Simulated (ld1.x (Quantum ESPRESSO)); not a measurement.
Which change was made? (Ba, TM semilocal)

```
Element                 : Ba (Z = 56)
Generator               : ld1.x (Quantum ESPRESSO) 7.5
Type                    : norm-conserving Troullier–Martins (semilocal form)
Functional              : PBE
Relativity              : scalar-relativistic
Frozen core             : [Xe]
Valence charge          : 2
Reference configuration : 5d0 6s2 6p0
Partial waves           : 6s (bound): rc 3.95 bohr; 6p (bound, empty): rc 3.70 bohr; 5d (bound, empty): rc 3.55 bohr
Local potential         : the d channel
Core correction         : none
```

Cutoffs, loose and tight: the cutoffs (Ry, on a coarse ladder) from which the occupation-weighted sum of valence levels, in a spherical-Bessel basis at the reference potential, stays within 10 and 1 mRy of its value at 400 Ry. They do not see the model core or the augmentation charge, which bear on the density cutoff. Test errors are all-electron minus pseudo excitation energies from the reference, over the configurations 5d0 6s1 6p0; 5d0 6s1.5 6p0; 5d0 6s1 6p1; 5d0 6s0 6p1; 5d0.5 6s1.5 6p0; 5d1 6s0 6p0; 5d1 6s1 6p0; variants that change the core or the reference have their own tests.

The base gives: outcome: generated; cutoff, loose: 6 Ry; cutoff, tight: 6 Ry; bound ghosts: none; largest test error (meV): +485.

After one change the result is: outcome: generated; cutoff, loose: 6 Ry; cutoff, tight: 6 Ry; bound ghosts: none; largest test error (meV): +117. Which change was it?
A. core correction a·sin(br)/r model core inside 3.84 bohr
B. core correction a·sin(br)/r model core inside 4.26 bohr
C. core correction a·sin(br)/r model core inside 2.96 bohr
D. core correction a·sin(br)/r model core inside 1.92 bohr

B. The others give: core correction a·sin(br)/r model core inside 3.84 bohr → outcome: generated; cutoff, loose: 6 Ry; cutoff, tight: 6 Ry; bound ghosts: none; largest test error (meV): +61 | core correction a·sin(br)/r model core inside 1.92 bohr → outcome: generated; cutoff, loose: 6 Ry; cutoff, tight: 6 Ry; bound ghosts: none; largest test error (meV): -71 | core correction a·sin(br)/r model core inside 2.96 bohr → outcome: generated; cutoff, loose: 6 Ry; cutoff, tight: 6 Ry; bound ghosts: none; largest test error (meV): -47.
